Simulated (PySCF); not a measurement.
**How ionic is MO along the lanthanides?**

r²SCAN in PySCF with x2c-SVPall on every atom, spin-free X2C, for the lowest determinant that a PBE0 search found; no spin–orbit coupling. A negative dipole means M(+)O(−).

```tsv
M	state (unpaired electrons)	Re (Å)	μ (D)
La	doublet (σ ↑)	1.845	-3.32
Ce	triplet (f population 1.4)	1.795	-2.97
Nd	quintet (f population 3.4)	1.795	-3.05
Sm	septet (f population 5.7)	1.825	-4.06
Gd	nonet (f population 7.2)	1.795	-4.09
Tb	octet (f population 8.2)	1.785	-4.15
Er	quintet (f population 11.2)	1.796	-4.54
```

**Question.** Give the ionic character |μ|/(e·Re) of each, with 1 e·Å = 4.803 D, and the positive end.

**Answer.** LaO 37 % (La positive), CeO 34 % (Ce positive), NdO 35 % (Nd positive), SmO 46 % (Sm positive), GdO 47 % (Gd positive), TbO 48 % (Tb positive), ErO 53 % (Er positive). Lone pairs and polarisation enter μ too, so this number is only a rough measure of charge transfer.

Spin–orbit coupling is left out. Counting both spins, an empty level lies below a filled one in some of these solutions, because spin and occupation are held. The state is the lowest single determinant that the PBE0 search found; with open d or f shells the true ground state can be another one.
